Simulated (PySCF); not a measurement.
## Lu⁺: ionisation energy

Lu⁺ [Xe] 4f14 6s2 (1S) → Lu²⁺ [Xe] 4f14 6s1 (2S), as a difference of total energies. Computed with PySCF 2.14 in x2c-TZVPPall with one added diffuse shell each of s, p, d type (12s8p8d2f2g, 108 functions), with scalar relativity by spin-free X2C-1e. Correlated levels: valence: [Kr] 4d10 frozen; valence and next inner shell: [Ar] 3d10 frozen. The calculations carry no spin-orbit coupling.

```csv
method,ionisation energy (eV),difference from reference (eV)
UHF,12.620,-1.510
LDA,14.361,+0.231
PBE,14.082,-0.048
PBE0,13.881,-0.249
r2SCAN,13.721,-0.409
M06-2X,14.250,+0.120
PW91,14.128,-0.002
revPBE,13.957,-0.173
MP2 (valence),13.927,-0.203
SCS-MP2 (valence),13.889,-0.241
MP2 (valence and next inner shell),13.963,-0.167
SCS-MP2 (valence and next inner shell),13.918,-0.212
```

Reference: 14.13 ± 0.05 eV (semi-empirical (NIST evaluation); NIST Atomic Spectra Database, ionization energies).

Errors of the correlated levels include the incompleteness of this basis and the frozen core.

MP2 underrates the near-degeneracy of ns² with np² in the lower species.
